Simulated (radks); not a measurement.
The numbers below are computed, except where a source is named.
The bismuth ion Bi+ inside a hard spherical wall (all orbitals vanish at R), configuration held at [Hg] 6p2 and not refilled when levels cross. Code: a radial shooting solver on a logarithmic mesh with Libxc functionals. Model: scalar-relativistic Kohn-Sham, PBE, spin-polarised, spherical densities, finite nucleus; open shells are filled with parallel spins first (spin-orbit coupling, left out, can overturn this in heavy ions); Fermi nuclear charge, rms radius 5.5211 fm. Eigenvalues in eV for spin up, with the zero of energy where the potential of the charges vanishes at infinity; a dash marks a level that is unbound or too diffuse for the functional's potential to be trusted. A positive occupied level is held by the wall or, in an anion where self-interaction has pushed it up, behind a barrier. The pressure on the wall is -dE/dV.

| R (bohr) | E (hartree) | kinetic (hartree) | e(5p) | e(5d) | e(6s) | e(6p) | e(7s, empty) | e(6d, empty) | pressure (GPa) |
|---|---|---|---|---|---|---|---|---|---|
| free | -21524.0055 | 24394.920 | -103.95 | -35.229 | -22.603 | -12.038 | -5.072 | - | 0 |
| 20 | -21524.0055 | 24394.920 | -103.95 | -35.229 | -22.603 | -12.038 | -5.072 | - | < 0.0001 |
| 15 | -21524.0055 | 24394.920 | -103.95 | -35.229 | -22.603 | -12.038 | -5.070 | -3.535 | < 0.0001 |
| 12 | -21524.0055 | 24394.920 | -103.95 | -35.229 | -22.603 | -12.038 | -5.044 | -3.503 | < 0.0001 |
| 8 | -21524.0047 | 24394.929 | -103.91 | -35.186 | -22.569 | -12.000 | -4.188 | -2.889 | 0.0439 |
| 3 | -21522.0520 | 24404.290 | -90.961 | -23.115 | -7.618 | 10.377 | 74.684 | 40.024 | 952 |
| 2 | -21507.4252 | 24462.370 | -54.271 | 16.365 | 68.128 | 108.15 | 303.37 | 169.20 | 24000 |
| 1.5 | -21459.4456 | 24627.736 | 17.808 | 104.01 | 262.29 | 332.27 | 742.29 | 422.69 | 202000 |
